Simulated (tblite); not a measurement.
Species: C₅H₉Se (doublet state).
Numbering: `[CH3:1][CH:2][Se:3][CH:4]1[CH2:5][CH2:6]1` (hydrogens: H7, H8, H9 on C1; H10 on C2; H11 on C4; H12, H13 on C5; H14, H15 on C6)

Computed with GFN2-xTB (tblite), gas phase: L-BFGS steps from a force-field or distance-geometry start until the largest atomic force falls under 0.01 eV/Å.

The end geometry, which sets the zero of energy:
```
atom  x, y, z in Å
C1      3.0317    0.1771   -0.0515
C2      1.5941   -0.0858    0.2204
Se3     0.3429    0.0217   -1.1473
C4     -1.1832   -0.6180   -0.1196
C5     -1.8658    0.3101    0.8365
C6     -2.5489   -0.0946   -0.4304
H7      3.2800   -0.0751   -1.0816
H8      3.3030    1.2243    0.1184
H9      3.6493   -0.4255    0.6162
H10     1.2110    0.1350    1.2074
H11    -1.0705   -1.6602    0.1558
H12    -1.5042    1.3254    0.9110
H13    -2.2198   -0.0955    1.7727
H14    -2.6414    0.6483   -1.2098
H15    -3.3827   -0.7792   -0.3814
```

Question: These geometries come from the run, each turned onto the end geometry. Order them by energy, lowest first.
A.
```
atom  x, y, z in Å
C1      3.0097    0.1381   -0.0734
C2      1.5918   -0.1354    0.2848
Se3     0.3438    0.1504   -1.0464
C4     -1.1630   -0.5977   -0.1327
C5     -1.8769    0.2590    0.8579
C6     -2.5165   -0.0507   -0.4440
H7      3.2796   -0.3573   -1.0023
H8      3.1171    1.2100   -0.2098
H9      3.6878   -0.1753    0.7161
H10     1.2803    0.1812    1.2750
H11    -1.0704   -1.6662    0.0736
H12    -1.5014    1.2571    1.0023
H13    -2.2704   -0.2085    1.7455
H14    -2.5658    0.7370   -1.1769
H15    -3.3503   -0.7338   -0.4527
```
B.
```
atom  x, y, z in Å
C1      3.0434    0.1743   -0.0657
C2      1.6094   -0.0730    0.2395
Se3     0.3476    0.0723   -1.1134
C4     -1.1897   -0.6095   -0.1275
C5     -1.8912    0.2637    0.8680
C6     -2.5454   -0.0552   -0.4363
H7      3.3261   -0.3229   -0.9934
H8      3.2718    1.2387   -0.1821
H9      3.6682   -0.2070    0.7402
H10     1.2454    0.1275    1.2373
H11    -1.0942   -1.6693    0.0921
H12    -1.5320    1.2716    1.0182
H13    -2.2701   -0.2032    1.7659
H14    -2.6100    0.7355   -1.1708
H15    -3.3837   -0.7355   -0.4554
```
C.
```
atom  x, y, z in Å
C1      3.0266    0.1685   -0.0437
C2      1.5811   -0.0636    0.2086
Se3     0.3483    0.0311   -1.1744
C4     -1.1785   -0.6081   -0.1476
C5     -1.8486    0.2870    0.8476
C6     -2.5510   -0.0797   -0.4212
H7      3.3085   -0.1927   -1.0319
H8      3.2934    1.2287    0.0207
H9      3.6162   -0.3604    0.7059
H10     1.1832    0.1958    1.1796
H11    -1.0678   -1.6580    0.0995
H12    -1.4937    1.3017    0.9558
H13    -2.1837   -0.1562    1.7739
H14    -2.6593    0.6875   -1.1757
H15    -3.3792   -0.7735   -0.3802
```
D.
```
atom  x, y, z in Å
C1      3.0191    0.1612   -0.0672
C2      1.5998   -0.1117    0.2807
Se3     0.3610    0.1020   -1.0890
C4     -1.1856   -0.6073   -0.1258
C5     -1.8863    0.2634    0.8706
C6     -2.5341   -0.0523   -0.4446
H7      3.2795   -0.3490   -0.9952
H8      3.2000    1.2317   -0.2183
H9      3.6814   -0.1837    0.7228
H10     1.2587    0.1435    1.2758
H11    -1.0526   -1.6627    0.0685
H12    -1.5103    1.2654    1.0298
H13    -2.2704   -0.1956    1.7698
H14    -2.5922    0.7336   -1.1851
H15    -3.3726   -0.7306   -0.4761
```
E.
```
atom  x, y, z in Å
C1      2.9977    0.1260   -0.0693
C2      1.5924   -0.1699    0.2922
Se3     0.3494    0.2025   -1.0349
C4     -1.1743   -0.6164   -0.1286
C5     -1.8690    0.2586    0.8590
C6     -2.5110   -0.0511   -0.4492
H7      3.2773   -0.3591   -1.0002
H8      3.0829    1.2056   -0.2058
H9      3.6890   -0.1703    0.7094
H10     1.2954    0.2077    1.2566
H11    -1.0981   -1.6623    0.0863
H12    -1.4972    1.2611    0.9701
H13    -2.2739   -0.2304    1.7186
H14    -2.5388    0.7492   -1.1654
H15    -3.3264   -0.7431   -0.4221
```

Answer: C (0.003 eV), B (0.013 eV), D (0.030 eV), A (0.081 eV), E (0.167 eV).

In the order of the answer:

```
step  E above end (eV)  largest force (eV/Å)  rms force component (eV/Å)  rms distance from end (Å)  rms bond change (Å)  bond most changed (Å)
  40             0.003                  0.06                       0.018                      0.065                0.001          C2–Se3 -0.002
  20             0.013                  0.09                       0.026                      0.139                0.001          C4–H11 +0.003
   9             0.030                  0.23                       0.063                      0.156                0.003          Se3–C4 +0.007
   4             0.081                  0.60                       0.171                      0.167                0.010          Se3–C4 -0.034
   2             0.167                  0.59                       0.219                      0.176                0.007          C4–H11 -0.013
```

What follows is the cost of the whole relaxation. Hardware: one thread, Arm Neoverse V2 (aarch64), shared host with 96 logical CPUs at a one-minute load of 22. Cost: 0.3 s wall.
